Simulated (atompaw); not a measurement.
**Co (Z = 27) PAW (atompaw): all-electron and pseudo phase curves**

cobalt, PAW, made with atompaw 4.2.0.5 (LDA (PW92), scalar-relativistic). Core [Ar], reference 3d7 4s1.5 4p0 (charge +0.5). Waves: 4s (bound): rc 2.20 bohr; 4s channel at 3.65 Ry: rc 2.20 bohr; 4p (bound, empty): rc 2.95 bohr; 4p channel at 2.05 Ry: rc 2.95 bohr; 3d (bound): rc 1.70 bohr; 3d channel at 1.15 Ry: rc 1.70 bohr. Local part: vpsmatchnc scheme with l = 3 at 0 Ry, radius 2.80 bohr. Core correction: smooth core density matched at 2.35 bohr. Augmentation charge: gaussian compensation charge, radius 2.55 bohr; PAW radius 2.95 bohr; waves and projectors: custom rrkj gramschmidtortho.

The phase is arctan(r·u′/u) with u = r·R(r), unwrapped; energies in Ry, scanned from -3 to 5 Ry. A pole is an energy at which the radial function vanishes at the test radius. The pseudo phase is shifted by a multiple of π to meet the all-electron one at the reference energy, and phase errors are pseudo minus all-electron; the curves can meet again beyond the range given. Levels narrower than the energy grid can be missing from the lists of poles.

Question: For each channel, where are the poles, and over which energies does the pseudopotential scatter like the atom?

Answer:

```tsv
channel	radius (bohr)	reference energy (Ry)	poles, all-electron	poles, pseudo	unbroken range about the reference energy with phases within 0.05 rad	phase error 1 Ry above the reference energy (rad)
s	2.97	-0.68	0.25	0.25	the whole range	-0.000
p	2.97	-0.32	1.09	1.09	below 3.2	-0.001
d	2.97	-0.93	-0.88, 2.63	-0.88, 2.62	below 4.9	+0.000
```

Phases in the p channel:

```
E (Ry)  all-electron  pseudo
 -3.00         1.351   1.350
 -2.52         1.324   1.323
 -2.04         1.285   1.284
 -1.56         1.220   1.219
 -1.08         1.088   1.087
 -0.60         0.682   0.681
 -0.12        -0.706  -0.706
  0.36        -1.335  -1.336
  0.84        -1.516  -1.517
  1.32        -1.611  -1.612
  1.80        -1.686  -1.686
  2.28        -1.769  -1.769
  2.76        -1.899  -1.903
  3.24        -2.221  -2.268
  3.72        -3.378  -3.663
  4.20        -4.237  -4.373
  4.68        -4.468  -4.565
```
